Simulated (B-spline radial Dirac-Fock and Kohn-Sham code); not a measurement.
**What relativity does to the binding energies of Ho²⁺**

System: holmium as Ho²⁺, configuration [Xe] 4f11.

Both columns are ΔSCF binding energies of the configuration average from a radial B-spline solver: non-relativistic Hartree-Fock with a point nucleus, and Dirac-Fock with a finite nucleus and the Coulomb interaction alone, averaged over the two j levels with weights 2j+1.

```csv
shell,Hartree-Fock (eV),Dirac-Fock (eV),shift (eV),shift (%)
1s,52230.2,55882.9,+3652.71,+6.99
2s,8496.2,9447.0,+950.80,+11.19
2p,8084.2,8392.6,+308.36,+3.81
3s,1928.6,2157.4,+228.83,+11.86
3p,1742.4,1826.2,+83.74,+4.81
3d,1399.1,1386.0,-13.14,-0.94
4s,402.0,456.8,+54.78,+13.62
4p,326.5,345.5,+18.99,+5.82
4d,191.0,188.2,-2.73,-1.43
4f,25.42,20.77,-4.65,-18.28
5s,65.80,73.67,+7.87,+11.96
5p,43.40,45.11,+1.71,+3.95
```

Relativity binds 1s, 2s, 2p, 3s, 3p, 4s, 4p, 5s, 5p more strongly, among those listed most of all 4s in relative terms, and 3d, 4d, 4f more weakly, because the contracted s and p shells screen the nucleus better.

Values without a named source are computed, but for edge energies of neutral atoms, which are taken from tables.
